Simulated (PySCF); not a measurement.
**C7H7O2: g tensor and hyperfine couplings**

Compound: C₇H₇O₂ (doublet state).
Atom-mapped SMILES: `[CH3:1][C:2]1=[CH:3][C:4](=[O:5])[C:6](=[O:7])[CH:8][CH2:9]1` (hydrogens: H10, H11, H12 on C1; H13 on C3; H14 on C8; H15, H16 on C9)

Method used: UKS B3LYP, pcH-1 on C H O, non-relativistic, mean-field spin-orbit, GIAO (PySCF). The structure is a single GFN2-xTB conformer in the gas phase; no vibrational or solvent corrections. Couplings are sensitive to structure, and on GFN2-xTB geometries they can be far from those on DFT ones. No stability test was run, so a lower SCF solution isn't excluded.

```json
{
  "g1, g2, g3": "2.00272, 2.00449, 2.01080",
  "g_iso": "2.00600",
  "Form of g": "rhombic: the two nearest values differ by 22 % of g3 − g1",
  "⟨S²⟩": "0.7696 (exact 0.7500)",
  "α and β electrons": "33, 32",
  "HOMO–LUMO gap, α and β orbitals": "4.53, 2.53 eV",
  "Total energy": "-421.35988 Eh",
  "Basis functions": "295"
}
```

Hyperfine couplings atom by atom, in 10⁻⁴ cm⁻¹; T1 to T3 are the principal values of the dipolar part (1 × 10⁻⁴ cm⁻¹ = 2.998 MHz):

| atom | isotope | a_iso | T1 | T2 | T3 | Mulliken spin population |
| --- | --- | --- | --- | --- | --- | --- |
| C1 | 13C | -0.4 | -0.1 | 0.0 | 0.1 | 0.00 |
| C2 | 13C | 0.8 | -0.6 | 0.0 | 0.6 | 0.02 |
| C3 | 13C | 1.6 | -0.8 | 0.1 | 0.7 | -0.01 |
| C4 | 13C | 1.0 | -1.1 | -0.4 | 1.4 | 0.01 |
| O5 | 17O | -0.4 | -5.9 | 0.9 | 5.0 | 0.02 |
| C6 | 13C | -14.4 | -6.5 | 2.6 | 3.9 | -0.13 |
| O7 | 17O | -8.0 | -38.2 | 19.0 | 19.2 | 0.37 |
| C8 | 13C | 19.7 | -19.5 | -19.5 | 39.0 | 0.75 |
| C9 | 13C | -7.5 | -0.7 | 0.1 | 0.7 | -0.06 |
| H10 | 1H | -0.1 | -0.2 | -0.2 | 0.4 | 0.00 |
| H11 | 1H | 1.8 | -0.3 | -0.2 | 0.6 | 0.00 |
| H12 | 1H | 0.7 | -0.3 | -0.2 | 0.6 | 0.00 |
| H13 | 1H | 0.3 | -0.4 | -0.2 | 0.6 | 0.00 |
| H14 | 1H | -15.4 | -8.5 | -0.9 | 9.4 | -0.03 |
| H15 | 1H | 22.4 | -1.4 | -0.8 | 2.2 | 0.03 |
| H16 | 1H | 25.6 | -1.6 | -1.0 | 2.5 | 0.03 |

The largest Mulliken spin populations are on C8 (+0.75), O7 (+0.37) and C6 (-0.13). The angles at C8 add up to 359.1°, so it is planar; its axial dipolar tensor and the negative coupling of its proton fit spin in a p orbital normal to that plane.

Axes: g3 points within 10° of the C6–O7 bond.

Under fast tumbling the dipolar parts average out, and these isotropic splittings remain: 2 × 1H (H15/H16, I = 1/2, 3 lines) with 2.56 mT, 1 × 1H (H14, I = 1/2, 2 lines) with 1.65 mT, 3 × 1H (H10/H11/H12, I = 1/2, 4 lines) with 0.09 mT and 1 × 1H (H13, I = 1/2, 2 lines) with 0.04 mT.

Means are taken over nuclei equivalent by connectivity, which assumes that they swap fast. The three 1H nuclei of mean +2.4 MHz run from -0.3 to 5.4 MHz in the frozen geometry. The 1H value of +72.0 MHz is a mean of couplings from 67.3 to 76.6 MHz in this one geometry, not an average over conformers.

The 13C coupling of C8 (59.1 MHz) shows only in satellite lines or after enrichment, since that isotope makes up about 1.07 % of natural carbon.

The 17O coupling of O7 (-24.1 MHz) shows only in satellite lines or after enrichment, since that isotope makes up about 0.038 % of natural oxygen.

The spin density at the nucleus, in bohr⁻³, is negative for C6 (-0.0383), C9 (-0.0201) and H14 (-0.0103), for instance. A restricted open-shell determinant has no negative spin density anywhere; here it arises because α and β orbitals differ (spin polarisation).
